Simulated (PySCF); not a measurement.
# Polarisability and C₆ of V(3+) (vanadium, charge +3)

[Ar] 3d2, high-spin 3F determinant. Computed with PySCF 2.14 in aug-cc-pVTZ-DK (8s7p5d3f2g, 93 functions), with scalar relativity by spin-free X2C-1e. Coupled (time-dependent) response in atomic units; α is the mean over directions.

| method | mean α (bohr³) | C₆ (like pair) | S(−4) |
| --- | --- | --- | --- |
| M06-L | 2.204 | 5.664 | 1.687 |
| r2SCANh | 2.210 | 5.710 | 1.663 |

S(−4) is the Cauchy moment in α(ω) = α(0) + S(−4) ω² + …

α(iu) at M06-L:

```tsv
u (hartree)	α(iu) (bohr³)
0	2.204
0.0500	2.200
0.100	2.187
0.200	2.141
0.300	2.072
0.500	1.903
0.750	1.682
1.00	1.478
1.50	1.136
2.00	0.8790
3.00	0.5526
5.00	0.2672
```

A single London oscillator, α(iu) = α/(1 + u²/ω²), gives C₆ = (3/4) ω α². Matching the computed C₆ needs ω = 4 × 5.664 / (3 × 2.204²) = 1.55 hartree.

For an ion, C₆ is the dispersion term alone; charge-induced terms of lower order in 1/R come first.
